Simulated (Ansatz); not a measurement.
Stepwise reaction of `[F][Al]([F])[SiH3]` with hydrogen chloride, as a gas-phase model of exchange steps in deposition or etching. ΔE in kJ/mol.

Computed with Ansatz on PBE0-D4/def2-TZVP structures; ΔE is electronic, products minus reactants. CCSD(T)/CBS adds triple-zeta CCSD(T) − MP2 to the extrapolated MP2 energy (def2 sets, frozen cores). This one scheme is used for every species. DFT in def2-TZVPP. B3LYP here is the variant with VWN-RPA as its local correlation; programs differ in this.

```csv
step,reaction,PBE-D4,B3LYP-D4,ωB97M-V,CCSD(T)/CBS
2,`[F][Al]([SiH3])[Cl]` + HCl → `[SiH3][Al]([Cl])[Cl]` + H–F,18.3,24.3,22.0,19.3
```

Q: Give the row of step 1, `[F][Al]([F])[SiH3]` + HCl → `[F][Al]([SiH3])[Cl]` + H–F. (Best estimate.)

A: The calculation gave: 
```tsv
step	reaction	PBE-D4	B3LYP-D4	ωB97M-V	CCSD(T)/CBS
1	`[F][Al]([F])[SiH3]` + HCl → `[F][Al]([SiH3])[Cl]` + H–F	19.4	25.3	22.7	20.7
```

Q: By hand: ΔE of the 2 steps together at CCSD(T)/CBS.

A: (20.7) + (19.3) = 40.0 kJ/mol, or 20.0 kJ/mol a step.

In ΔE the steps differ by no more than 1.4 kJ/mol. All are uphill at CCSD(T)/CBS. PBE-D4 differs from CCSD(T)/CBS by -1.3 to -1.0 kJ/mol a step. Isolated molecules leave out the surface, adducts and barriers. Largest T1 diagnostic: 0.014.
